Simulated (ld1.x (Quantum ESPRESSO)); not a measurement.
**What the settings do to the TM potential of indium (In)**

Base potential:

ld1.x (Quantum ESPRESSO) 7.5 input, shortened:

```
&input
   title='In', zed=49., rel=1, dft='PBE', iswitch=3,
   config='[Kr] 4d10 5s1 5p0 5d-2'
 /
 &inputp
   pseudotype=2, tm=.true., lloc=1,
   nlcc=.true., new_core_ps=.true.
 /
3
5S  1  0   1.00   0.00  1.50  1.50  0.0
5D  3  2  -2.00  -0.05  2.00  2.00  0.0
5P  2  1   0.00   0.00  2.55  2.55  0.0
 &test
   configts(1)='5s1 5p0'
 /
```

Cutoffs, loose and tight: the cutoffs (Ry, on a coarse ladder) from which the occupation-weighted sum of valence levels, in a spherical-Bessel basis at the reference potential, stays within 10 and 1 mRy of its value at 400 Ry. They do not see the model core or the augmentation charge, which bear on the density cutoff. Test errors are all-electron minus pseudo excitation energies from the reference, over the configurations 5s2 5p1; 5s2 5p0; 5s2 5p0.5; 5s1 5p2; 5s0 5p3; 5s1 5p1; 5s2 5p1.3. A dash means not determined; rows that change the core or the reference have their own tests. The largest error is taken over the tests solved by every variant that gives reliable tests at all: 5s0 5p3; 5s1 5p1; 5s1 5p2; 5s2 5p0; 5s2 5p0.5.

A true bound ghost makes a file unfit for plane-wave use even where its test errors are small: the radial tests pick states by their node count and pass the ghost by.

| change | outcome | cutoff, loose | cutoff, tight | bound ghosts | largest test error (meV) |
| --- | --- | --- | --- | --- | --- |
| base | generated | 35 Ry | 110 Ry | d | -132 |
| wave 5p (bound): rc 2.55 bohr becomes 5p (bound): rc 1.72 bohr | generated | 35 Ry | 110 Ry | d | -141 |
| wave 5p (bound): rc 2.55 bohr becomes 5p (bound): rc 2.24 bohr | generated | 35 Ry | 110 Ry | d | -130 |
| wave 5p (bound): rc 2.55 bohr becomes 5p (bound): rc 2.66 bohr | generated | 35 Ry | 110 Ry | d | -130 |
| wave 5p (bound): rc 2.55 bohr becomes 5p (bound): rc 2.92 bohr | generated | 35 Ry | 110 Ry | d | -119 |
| wave 5p (bound): rc 2.55 bohr becomes 5p (bound): rc 3.40 bohr | generated | 8 Ry | 100 Ry | d, s | -33 |

**Question.** What comes out with this change to the base: wave 5p (bound): rc 2.55 bohr becomes 5p (bound): rc 3.82 bohr?

**Answer.** outcome: generated; cutoff, loose: 35 Ry; cutoff, tight: 110 Ry; bound ghosts: d, s; largest test error (meV): -423.

**Question.** What comes out with this change to the base: wave 5p (bound): rc 2.55 bohr becomes 5p (bound): rc 1.94 bohr?

**Answer.** outcome: generated; cutoff, loose: 35 Ry; cutoff, tight: 110 Ry; bound ghosts: s, d; largest test error (meV): -160.

**Question.** What comes out with this change to the base: wave 5p (bound): rc 2.55 bohr becomes 5p (bound): rc 3.10 bohr?

**Answer.** outcome: generated; cutoff, loose: 35 Ry; cutoff, tight: 110 Ry; bound ghosts: d; largest test error (meV): -107.

Reading the sweep of the p radius (base included, trends over the rows without a ghost): Bound ghosts are found at 1.72, 1.94, 2.24, 2.55, 2.66, 2.92, 3.1, 3.4, 3.82 bohr. Every judged row has one, so this setting neither creates nor removes them.
